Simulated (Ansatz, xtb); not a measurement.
## Cl3GaH4OSi: which of two isomers lies lower

We compare X, `Cl[SiH2][OH+][GaH-]([Cl])[Cl]`, a singlet, with Y, `[SiH3][OH+][Ga-]([Cl])([Cl])[Cl]`, a singlet. Both are isolated molecules in the gas phase, relaxed with PBE0-D4/def2-SVP; the shapes shown needn't be the lowest conformers.

X (Å):

```yaml
atoms:
  - { symbol: Cl, position_ang: [-0.5647, -1.4403, 0.6222] }
  - { symbol: Cl, position_ang: [-0.2639, 2.1502, -1.1347] }
  - { symbol: Cl, position_ang: [-1.1718, 4.1567, 1.7696] }
  - { symbol: Ga, position_ang: [-0.0037, 2.4721, 0.9986] }
  - { symbol: O, position_ang: [-1.5359, 1.1877, 1.6165] }
  - { symbol: Si, position_ang: [-2.1597, -0.1836, 0.8061] }
  - { symbol: H, position_ang: [-2.7041, 0.1825, -0.5174] }
  - { symbol: H, position_ang: [-3.1795, -0.7588, 1.7173] }
  - { symbol: H, position_ang: [-2.1575, 1.8039, 2.0417] }
  - { symbol: H, position_ang: [1.2983, 2.0371, 1.7150] }
```

Y (Å):

| atom | x (Å) | y (Å) | z (Å) |
| --- | --- | --- | --- |
| Cl | 3.3937 | -0.5502 | 2.9607 |
| Cl | 2.7847 | -0.7821 | -0.6761 |
| Cl | 0.1825 | -1.8690 | 1.6603 |
| Ga | 2.0046 | -0.7588 | 1.3201 |
| O | 1.2159 | 1.1030 | 1.5328 |
| Si | -0.4358 | 1.5475 | 1.2623 |
| H | -0.8028 | 0.8742 | -0.0024 |
| H | -0.4219 | 3.0295 | 1.1343 |
| H | -1.2612 | 1.1276 | 2.4216 |
| H | 1.7207 | 1.5711 | 2.2150 |

Task: Estimate E(Y) − E(X) at the level CCSD(T)/def2-SVP + ΔMP2/def2-TZVPP.

Result: Calculated at CCSD(T)/def2-SVP + ΔMP2/def2-TZVPP: E(Y) − E(X) = −5.2 kcal/mol, so structure Y lies lower.

The same difference at several levels:

```csv
level,geometry,E(Y) − E(X) (kcal/mol),departure from the last row (kcal/mol),"job, with rough time for the two"
PBE0-D4/def2-SVP,PBE0-D4/def2-SVP,−6.2,−1.0,"optimisation, 3.7 min"
HF/def2-SVP,PBE0-D4/def2-SVP,−10.0,−4.9,part of the CCSD(T) run
MP2/def2-SVP,PBE0-D4/def2-SVP,−9.1,−3.9,part of the CCSD(T) run
CCSD(T)/def2-SVP,PBE0-D4/def2-SVP,−9.2,−4.0,single point
CCSD(T)/def2-SVP + ΔMP2/def2-TZVPP,PBE0-D4/def2-SVP,−5.2,,"single point, 1.7 min"
```

As drawn, Y has 1 Cl–Ga, 1 Si–H in place of 1 Cl–Si, 1 Ga–H.

The levels shown agree on the order. The largest departure from CCSD(T)/def2-SVP + ΔMP2/def2-TZVPP is that of HF/def2-SVP, 4.9 kcal/mol. Levels run at GFN2-xTB geometries aren't shown. The last row adds to CCSD(T) the change of the MP2 difference between the two basis sets, here +4.0 kcal/mol, a large step that makes the value less sure.

With thermal terms from frequencies at re-optimised GFN2-xTB minima (ideal gas, soft modes damped towards free rotors, one conformer each, 298.15 K, 1 atm): on the last row, ΔE + ΔZPE = −4.9, ΔH = −4.4, ΔG = −5.9 kcal/mol.

The correlated steps freeze 30 core orbitals; the filled d shell of Ga is correlated, in a basis made for valence electrons. Programs: Ansatz 0.2.0, xtb 6.7.1; the last row on 2 threads of AMD EPYC 7R43 64-Core Processor (Zen 3) on a shared host.
